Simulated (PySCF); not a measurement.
Computed with PBE-D3(BJ)/def2-TZVP // PBE-D3(BJ)/def2-SVP in PySCF 2.14.0. Isolated molecules, 0 K electronic values unless said otherwise. One relaxed conformer stands for a flexible species; it need not be the lowest. Excitations are Tamm–Dancoff values on a coarser integration grid. The basis has no diffuse functions, so Rydberg states are missing or too high.

Reference species: [Ga(Cl)3(H2O)] (neutral, multiplicity 1).

```yaml
S1–T1 gap (TDA): 0.28 eV
S1 oscillator strength: 0.001
```

Changed species: [Ga(Cl)3(NH3)] (adduct with NH3; the reference has adduct with H2O).

**Question.** Give the shifts of the S1–T1 gap (TDA) and S1 oscillator strength.

**Answer.** the S1–T1 gap (TDA) drops by 0.05 eV, to 0.23 eV; the S1 oscillator strength is nearly the same.
